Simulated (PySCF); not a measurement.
C5H8F3PS.
SMILES with atom numbers: `[CH3:1][C@H:2]1[CH2:3][P@:4](=[S:5])([C:6]([F:7])([F:8])[F:9])[CH2:10]1`

Definitions: NICS(0) = −σiso at the ring centroid; NICS(1) = −σiso and NICS(1)zz = −σzz at ±1 Å along the ring normal z. Level: GIAO PBE0/pcSseg-1 (PySCF, non-relativistic, gas phase) on the GFN2-xTB geometry, one conformer.

Ring bond lengths (Å), with Mayer bond orders in brackets: C2–C3 1.550 (0.96), C3–P4 1.856 (0.89), P4–C10 1.856 (0.89), C10–C2 1.550 (0.96).

**Question.** Give the NICS values of each ring in ppm.

**Answer.** 
| ring | type | NICS(0) | NICS(1), two faces | NICS(1)zz, two faces | rms pucker (Å) | centre to ring atoms, mean (Å) |
| --- | --- | --- | --- | --- | --- | --- |
| C2–C3–P4–C10 | 4-membered ring with P; formal bonds all single | -2.4 | -1.9 / -1.3 | -2.4 / 4.2 | 0.08 | 1.20 |

**Question.** What do they say, and how far can they be read as aromaticity?

**Answer.** 
- C2–C3–P4–C10: mean NICS(1)zz 0.9 ppm, near zero. C2, C3, P4, C10 have four or more neighbours, and the NICS criterion for π rings isn't applied. The two faces differ by 6.6 ppm, so no symmetry operation interchanges them.

**Question.** List the ring angles and the Hirshfeld charges of the ring atoms.

**Answer.** 
- C2–C3–P4–C10: C2 98.4° (-0.020 e), C3 90.6° (-0.111 e), P4 78.4° (+0.300 e), C10 90.6° (-0.111 e); sum 357.9° against 360° for a flat convex ring.

The run took 82 s of wall time on one thread of an Arm Neoverse N1, no GPU (shared host). This is the whole shielding run at PBE0/pcSseg-1, SCF included.

Conformer computed: `[CH3:1][C@H:2]1[CH2:3][P@:4](=[S:5])([C:6]([F:7])([F:8])[F:9])[CH2:10]1`: C3–P4–C6–F7 -160°.
